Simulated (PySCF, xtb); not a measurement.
Ge(OH)(SH) (GeH₂OS), SMILES [OH][Ge][SH] (connectivity only; charge and spin as stated), neutral, multiplicity 1. The values are those of a single conformer.

Harmonic wavenumbers (cm⁻¹) from xtb with GFN2-xTB at its own minimum, in rising order: 179, 253, 348, 419, 514, 579, 624, 2453, 3618.

Question: What does PySCF 2.14.0 with B3LYP-D3(BJ)/def2-TZVP give at its own minimum? (Estimate from the structure and the level; the computed values follow.)

Answer: 194, 284, 357, 442, 665, 673, 830, 2673, 3803. Paired by order, the mean absolute difference is 104 cm⁻¹ and the zero-point energies are 12.8 and 14.2 kcal/mol.
